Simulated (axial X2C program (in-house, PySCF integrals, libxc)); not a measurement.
**NaCo⁻: cheaper levels and CCSD(T), with spin–orbit coupling**

All values were computed with an in-house all-electron X2C program for linear molecules (integrals from PySCF). Two-component (2c) means X2C with spin–orbit coupling and atomic mean-field two-electron Coulomb and Gaunt terms. Basis: Co dyall-acv3z [10s11p7d4f2g], Na dyall-av3z [10s9p5d2f] (cores contracted in-house); Gaussian nuclei, density fitting, unrestricted open shells. Masses: Co 58.933 u, Na 22.990 u.

State: Ω = 7/2 (⟨Sz⟩ = 1.50, ⟨Lz⟩ = 2.00 at HF); fragments Co- + Na for PBE0; Co + Na- for CCSD, r2SCAN0, CCSD(T).

| level | Re (Å) | ωe (cm⁻¹) |
| --- | --- | --- |
| PBE0 | 2.881 | 139.2 |
| CCSD | 2.897 | 140.6 |
| r2SCAN0 | 2.884 | 136.2 |

Correlated methods: 11 electrons correlated (number of frozen shells: Co 3 s, 2 p; Na 2 s, 1 p), 321 virtual spin orbitals or spinors in MP2, 90 natural virtuals in coupled cluster.

CCSD(T), same Hamiltonian and basis:

Re = 2.858 Å, ωe = 150.3 cm⁻¹; T1 = 0.059 (Lee–Taylor normalisation).

Q: Give the differences from CCSD(T) in the columns below.

A: 

```tsv
level	ΔRe (Å)	Δωe (cm⁻¹)
PBE0	0.023	-11.1
CCSD	0.039	-9.7
r2SCAN0	0.026	-14.1
```

Occupations by symmetry block were frozen at the best pattern of an incomplete PBE0 search. De is not given where an atomic determinant may have missed its ground term or J level, or where the truncated virtual space spoils (T). Density functionals use the spin component along the axis (collinear). CCSD and (T) use frozen natural virtuals with an MP2 correction for the truncation; (T) itself is uncorrected, so its De runs slightly low. Other states lie close and PBE0, whose exact exchange favours high spin, may order them wrongly; the determinant shown need not be the ground state. The nearest other spin-free determinant of the search, M_S = 1/2, Λ = 2, lies 0.04 eV up at the distance of the search. Without a current term, density functionals place determinants with orbital angular momentum somewhat too high. The atomic limit has a lower orbital projection than the molecule and lies lower at mean-field level, so De may be about a tenth of an eV too small. With several unpaired electrons one determinant need not be a pure state. A state of lower Ω lies just above, and one determinant can place such states too high, so the state shown need not be the lowest. The search has Ω = 5/2 only 0.04 eV up. The highest occupied level of some functionals is positive through self-interaction error; at Hartree–Fock it is bound. The determinant is spin-polarised beyond a pure state at some levels (its spin-free form has ⟨S²⟩ too high), which makes Re and μ there less reliable. The T1 diagnostic is large, a sign of multireference character.
